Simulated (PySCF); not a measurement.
C₂H₅S, multiplicity 2. Atoms are numbered in the order given.

```xyz
8

C     -0.3324     1.6252     0.0000
C      0.6155     0.4324     0.0000
S     -0.1599    -1.1895     0.0000
H     -0.9795     1.6102     0.8874
H      0.2326     2.5706     0.0000
H     -0.9795     1.6102    -0.8874
H      1.2934     0.4476     0.8730
H      1.2934     0.4476    -0.8730
```
Charge 0, spin multiplicity 2.

Geometry optimised at PBE-D3(BJ)/def2-TZVP. The isomer is the one that the SMILES or the coordinates give; other isomers of the formula were not compared.

Computed with PBE-D3(BJ)/def2-TZVP run with PySCF.

Frequencies are harmonic and unscaled.

Computed harmonic wavenumbers and intensities:
```
mode  ν (cm⁻¹)  IR (km/mol)  moving atoms (share of kinetic energy)
----  --------  -----------  --------------------------------------
1          211          0.0                          H 86 %, C 11 %
2          323          1.2                  C 48 %, H 27 %, S 26 %
3          449          7.4                          H 81 %, C 18 %
4          665          1.4                  C 54 %, S 31 %, H 15 %
5          866          0.7                                  H 94 %
6          954          4.3                          H 60 %, C 39 %
7         1043          0.7                          C 63 %, H 36 %
8         1202          0.0                          H 77 %, C 23 %
9         1221         11.1                          H 76 %, C 24 %
10        1357          8.4                          H 83 %, C 17 %
11        1365         15.6                          H 89 %, C 11 %
12        1435          9.0                                  H 97 %
13        1443          4.1                                  H 97 %
14        2933          9.3                                  H 95 %
15        2947          0.8                           H 92 %, C 8 %
16        2969         27.6                                  H 97 %
17        3040         16.7                           H 91 %, C 9 %
18        3059         14.8                           H 91 %, C 9 %
```
